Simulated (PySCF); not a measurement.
Gas-phase reaction: GeCl4 + 3 GeF4 → 4 GeF3 + 4 Cl, at 2000 K and a standard pressure of 1 bar. Level: ωB97X-V/def2-TZVP†.

Energies from PySCF, thermal terms from the rigid-rotor harmonic-oscillator model, ideal gas at 1 bar. † marks an energy on the PBE0/def2-TZVP geometry and frequencies. Open shells (unrestricted): GeF3 (multiplicity 2), Cl (multiplicity 2, electronic degeneracy 6); the rest are closed-shell singlets. Spin-orbit splitting is ignored; it lowers the true energy and changes the entropy of Cl. Ge: all electrons, no relativistic terms. GeF3: computed as isolated molecules; such fragments, hydroxides, amides, oligomers or adducts are transient or little studied in the gas. The harmonic model lacks anharmonicity and excited electronic states, which grow with temperature; levels with a mode under 35 cm⁻¹ are left out.

```json
[
 {"species": "GeCl4", "E (Ha)": "-3917.57556", "H(2000 K) − E (kJ/mol)": "216.8", "S°(2000 K) (J/mol/K)": "548.2"},
 {"species": "GeF4", "E (Ha)": "-2476.38905", "H(2000 K) − E (kJ/mol)": "218.1", "S°(2000 K) (J/mol/K)": "492.4"},
 {"species": "GeF3", "E (Ha)": "-2376.45048", "H(2000 K) − E (kJ/mol)": "167.5", "S°(2000 K) (J/mol/K)": "447.5"},
 {"species": "Cl", "E (Ha)": "-460.07935", "H(2000 K) − E (kJ/mol)": "41.6", "S°(2000 K) (J/mol/K)": "207.8"}
]
```
E: electronic energy; H − E holds the zero-point and thermal terms. 1 Ha = 2625.5 kJ/mol.

### Question
Work out ΔH°, ΔS°, ΔG° and log10 K from these numbers.

### Answer
1. ΔE = 4×(-2376.45048) + 4×(-460.07935) − 1×(-3917.57556) − 3×(-2476.38905) = 0.62339 Ha = 1636.7 kJ.
2. Δ(H − E) = 4×(167.5) + 4×(41.6) − 1×(216.8) − 3×(218.1) = -34.7 kJ, so ΔH° = 1602.0 kJ.
3. ΔS° = 4×(447.5) + 4×(207.8) − 1×(548.2) − 3×(492.4) = 595.8 J/K; the number of gas molecules changes by +4.
4. ΔG° = ΔH° − TΔS° = 1602.0 − 2000×(595.8)/1000 = 410.4 kJ.
5. log10 K = −ΔG°/(RT ln 10) = -10.72, with RT ln 10 = 38.29 kJ/mol; at standard pressures the reactants are favoured.
6. A shift of 10 kJ in ΔE would move log10 K by 0.26 here.
For scale, ΔH°(298 K) is 1623 kJ at this level, 1605 kJ at ωB97M-V/def2-TZVP†, and runs from 1153 to 1794 kJ over the 20 levels computed.
